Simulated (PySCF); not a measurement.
# Broadened absorption spectrum of C4H7F3Si

C4H7F3Si.
InChI=1S/C4H7F3Si/c5-3-1-2(8-3)4(6)7/h2-4H,1,8H2/t2-,3-/m0/s1

The calculation used PySCF 2.14.0, density-fitted response routines, TDDFT CAM-B3LYP/def2-SVPD, vertical, gas phase, core orbitals frozen in the response. The structure is a single PBE0-D3(BJ)/def2-SVP conformer in the gas phase; no vibrational or solvent corrections. Torsions of this conformer, `[F:1][CH:2]([F:3])[C@@H:4]1[CH2:5][C@@H:6]([F:7])[SiH2:8]1`: F1–C2–C4–C5 -58°.

Computed states:

```
state  E (eV)       f
   S1    6.86   0.026
   S2    7.55   0.044
   S3    7.84   0.048
   S4    7.91   0.015
   S5    8.25  0.0053
   S6    8.30   0.022
   S7    8.34   0.073
   S8    8.56   0.010
   S9    8.67   0.039
  S10    8.86   0.055
```

Broadening: Gaussians 0.5 eV wide at half height, area fixed by f = 4.319×10⁻⁹ ∫ε dν̃. The width is an assumption, not a result. The curve ends short of the highest state used, and states not computed would add to its high-energy end.

(1) Give the broadened spectrum and its maxima.

(2) On this curve, what absorbance would a 10⁻³ mol/L sample give at 193 nm over a 1 cm path?

(3) Coming from long wavelengths, where does ε first pass 100 L mol⁻¹ cm⁻¹?

Results:

(1) 
(E (eV), ε (L mol⁻¹ cm⁻¹)): (6.11, 3), (6.18, 9), (6.26, 26), (6.33, 63), (6.40, 136), (6.48, 287), (6.55, 488), (6.63, 786), (6.70, 1062), (6.77, 1288), (6.85, 1410), (6.92, 1372), (7.00, 1205), (7.07, 1039), (7.15, 959), (7.22, 1073), (7.29, 1393), (7.37, 1977), (7.44, 2602), (7.52, 3326), (7.59, 3880), (7.66, 4303), (7.74, 4593), (7.81, 4675), (7.89, 4635), (7.96, 4597), (8.03, 4693), (8.11, 5074), (8.18, 5615), (8.26, 6275)

Maxima: 181 nm (6.86 eV), ε about 1400, made up of S1 (99%); 159 nm (7.82 eV), ε about 4700, made up of S2 (23%), S3 (55%) and S4 (15%) (hardly more than a shoulder) (ε in L mol⁻¹ cm⁻¹; maxima over ε = 5, shares over 10%). At its high-energy end, 8.26 eV, the curve is still rising (ε about 6300, from S6 and S7).

(2) 193 nm is 6.424 eV, where ε is about 170 L mol⁻¹ cm⁻¹, so A = ε c l ≈ 0.17 (Beer–Lambert, with the gas-phase spectrum and the assumed width).

(3) At about 195 nm (6.37 eV), 0.49 eV below S1.

All these states lie below the vertical ionisation energy of 10.38 eV (ΔSCF).
